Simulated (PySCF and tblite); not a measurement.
Values are calculated unless marked as measured or tabulated.
System: C8H7F, numbered as in [CH2:1]=[CH:2][c:3]1[cH:4][cH:5][c:6]([F:7])[cH:8][cH:9]1.

For the rotation about the C3–C2 bond (torsion C4–C3–C2–C1 from 0° to 180°, rising): electronic barrier 4.12 kcal/mol, zero-point change -0.27 kcal/mol, thermal and entropy terms at 350 K a further 0.85 kcal/mol (symmetry numbers apart). The minimum is Cs, the saddle Cs. Geometries: GFN2-xTB; energies: B3LYP/pcSseg-1 + D3(BJ); zero-point and thermal terms from GFN2-xTB harmonic modes (soft modes blended into free rotors). Rates follow Eyring's equation with the number of equivalent paths and no tunnelling. (PySCF 2.14 with density fitting, tblite 0.8.)

Problem. How many equivalent paths lead out of the minimum?

Solution. 2: the symmetry number of the minimum is 1, that of the saddle displaced along its mode 1, and the displaced saddle is chiral while the minimum is not, which doubles the count.

Problem. Work out the rate at 350 K.

Solution. ΔG‡ = 4.70 kcal/mol; k_B T/h = 7.3×10¹² s⁻¹; exp(−ΔG‡/RT) = 0.0012; times 2 gives k = 1.7×10¹⁰ s⁻¹. Wigner's tunnelling factor for the 107i cm⁻¹ mode would be 1.01.
